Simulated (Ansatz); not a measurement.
GeO4H4. Total charge 0; singlet. Geometry PBE-D4/def2-SVP; atoms count from 1.

```xyz
9

Ge    1.311    0.579    0.349
O    -0.942    1.186   -0.299
O    -1.779    0.005   -0.174
O     1.725    0.097   -1.335
O     0.418   -1.049    0.739
H     1.305   -0.758   -1.561
H     0.355   -1.202    1.701
H    -1.323    1.773    0.390
H    -1.069   -0.630    0.189
```

The structure holds one bond between oxygen atoms, so isomers without such links may lie far lower. Another isomer (singlet) lies 0.30 eV lower at PBE0-D4/def2-TZVP; other spin states weren't run for this one.

Question: Estimate the Mulliken populations from the PBE0/def2-TZVP orbitals of Ansatz.

Answer: 
| atom | charge (e) |
| --- | --- |
| Ge1 | 0.53 |
| O2 | -0.31 |
| O3 | -0.33 |
| O4 | -0.56 |
| O5 | -0.68 |
| H6 | 0.31 |
| H7 | 0.32 |
| H8 | 0.34 |
| H9 | 0.36 |
Mulliken values depend strongly on the basis.

Question: And the Mayer bond orders between heavy atoms (over 0.3)?

Answer: Ge1–O4 1.10 (1.80 Å); Ge1–O5 0.82 (1.90 Å); O2–O3 0.90 (1.45 Å).
